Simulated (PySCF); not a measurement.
## Simulated absorption spectrum

C6H10P (charge +1).
InChI=1S/C6H9P/c1-4-6-7(3)5-2/h5H,2H2,1,3H3/p+1/t7-/m0/s1

Theory: TDDFT PBE0/def2-SVPD, vertical, gas phase, core orbitals frozen in the response (PySCF). One conformer (not necessarily the lowest) at the GFN2-xTB geometry, without solvent, vibrations or thermal averaging. Torsions of this conformer, `[CH2:1]=[CH:2][P@H+:3]([CH3:4])[C:5]#[C:6][CH3:7]`: C1–C2–P3–C4 124°.

Broadening: Gaussians 0.25 eV wide at half height, area fixed by f = 4.319×10⁻⁹ ∫ε dν̃. The width is an assumption, not a result. The curve ends short of the highest state used, and states not computed would add to its high-energy end.

```json
{"E (eV)": "5.40", "ε (L mol⁻¹ cm⁻¹)": "0"}
{"E (eV)": "5.45", "ε (L mol⁻¹ cm⁻¹)": "0"}
{"E (eV)": "5.50", "ε (L mol⁻¹ cm⁻¹)": "0"}
{"E (eV)": "5.56", "ε (L mol⁻¹ cm⁻¹)": "2"}
{"E (eV)": "5.61", "ε (L mol⁻¹ cm⁻¹)": "5"}
{"E (eV)": "5.66", "ε (L mol⁻¹ cm⁻¹)": "16"}
{"E (eV)": "5.71", "ε (L mol⁻¹ cm⁻¹)": "47"}
{"E (eV)": "5.76", "ε (L mol⁻¹ cm⁻¹)": "124"}
{"E (eV)": "5.81", "ε (L mol⁻¹ cm⁻¹)": "278"}
{"E (eV)": "5.87", "ε (L mol⁻¹ cm⁻¹)": "564"}
{"E (eV)": "5.92", "ε (L mol⁻¹ cm⁻¹)": "805"}
{"E (eV)": "5.97", "ε (L mol⁻¹ cm⁻¹)": "925"}
{"E (eV)": "6.02", "ε (L mol⁻¹ cm⁻¹)": "853"}
{"E (eV)": "6.07", "ε (L mol⁻¹ cm⁻¹)": "634"}
{"E (eV)": "6.12", "ε (L mol⁻¹ cm⁻¹)": "391"}
{"E (eV)": "6.18", "ε (L mol⁻¹ cm⁻¹)": "235"}
{"E (eV)": "6.23", "ε (L mol⁻¹ cm⁻¹)": "305"}
{"E (eV)": "6.28", "ε (L mol⁻¹ cm⁻¹)": "600"}
{"E (eV)": "6.33", "ε (L mol⁻¹ cm⁻¹)": "1096"}
{"E (eV)": "6.38", "ε (L mol⁻¹ cm⁻¹)": "1637"}
{"E (eV)": "6.44", "ε (L mol⁻¹ cm⁻¹)": "1987"}
{"E (eV)": "6.49", "ε (L mol⁻¹ cm⁻¹)": "1840"}
{"E (eV)": "6.54", "ε (L mol⁻¹ cm⁻¹)": "1399"}
{"E (eV)": "6.59", "ε (L mol⁻¹ cm⁻¹)": "976"}
{"E (eV)": "6.64", "ε (L mol⁻¹ cm⁻¹)": "957"}
{"E (eV)": "6.69", "ε (L mol⁻¹ cm⁻¹)": "1772"}
{"E (eV)": "6.75", "ε (L mol⁻¹ cm⁻¹)": "4502"}
{"E (eV)": "6.80", "ε (L mol⁻¹ cm⁻¹)": "8407"}
{"E (eV)": "6.85", "ε (L mol⁻¹ cm⁻¹)": "12899"}
{"E (eV)": "6.90", "ε (L mol⁻¹ cm⁻¹)": "16073"}
```

(1) Locate the maxima and give the states behind the curve.

(2) On this curve, what absorbance would a 10⁻⁴ mol/L sample give at 193 nm over a 1 cm path?

(3) Coming from long wavelengths, where does ε first pass 100 L mol⁻¹ cm⁻¹?

Answers

(1) 207 nm (5.98 eV), ε about 930, made up of S2 (67%) and S3 (33%); 192 nm (6.45 eV), ε about 2000, made up of S4 (98%) (ε in L mol⁻¹ cm⁻¹; maxima over ε = 5, shares over 10%). At its high-energy end, 6.90 eV, the curve is still rising (ε about 16000, from S7). The states used: S1 5.78 eV (f 0.0001); S2 5.97 eV (f 0.0057); S3 5.98 eV (f 0.0029); S4 6.45 eV (f 0.018); S5 6.50 eV (f 0.0005); S6 6.82 eV (f 0.0069); S7 6.93 eV (f 0.150); S8 7.50 eV (f 0.209).

(2) 193 nm is 6.424 eV, where ε is about 1900 L mol⁻¹ cm⁻¹, so A = ε c l ≈ 0.19 (Beer–Lambert, with the gas-phase spectrum and the assumed width).

(3) At about 216 nm (5.75 eV), 0.03 eV below S1.

Cost: about 1.7 min of CPU time on one thread; the machine was shared, so the figure is rough.
